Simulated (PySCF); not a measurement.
**Solvent effects on NMR parameters**

Atom-mapped SMILES (the numbers label the heavy atoms): `[CH3:1][CH2:2][CH2:3][S:4][SiH3:5]`. Hydrogens are named by the atom that carries them.

GIAO PBE0/pcSseg-1 in PySCF on one PBE0-D3(BJ)/def2-SVP conformer, non-relativistic, equivalent nuclei averaged. Solvents enter as an IEF-PCM continuum (cyclohexane with ε = 2.0, chloroform with ε = 4.7) around the gas-phase geometry. Shifts are referred to TMS, CS2 computed in the same medium.

In cyclohexane, δ in ppm: C3 37.9, C2 25.1, C1 12.6, S4 -205.3, Si5 -50.6, H(Si5) 4.53, H(C3) 2.55, H(C2) 1.44, H(C1) 1.08. Dipole moment 1.96 D.

Task: How does each δ change in the more polar medium?

Result: 
| atoms | environment | Δδ, chloroform |
| --- | --- | --- |
| C3 | sp3 CH2 bonded to S | +0.3 |
| C2 | sp3 CH2 | +0.1 |
| C1 | methyl carbon | +0.2 |
| S4 | sulfur bonded to C, Si | -4.4 |
| Si5 | silicon bonded to S, 3 H | 0.0 |
| H(Si5) | hydrogen on a silicon bonded to S | 0.00 |
| H(C3) | hydrogen on an sp3 CH2 bonded to S | +0.06 |
| H(C2) | hydrogen on an sp3 CH2 | +0.04 |
| H(C1) | hydrogen on a methyl carbon | -0.02 |

Changes are relative to cyclohexane. The dipole moment becomes 2.18 D in chloroform.

Task: Which nuclei move most (in ppm), and what does the model miss?

Result: S4 (sulfur bonded to C, Si, -4.4 ppm) in chloroform. A continuum only polarises the solute; specific hydrogen bonds, the anisotropy of aromatic solvents and changes of geometry or conformer are outside it.
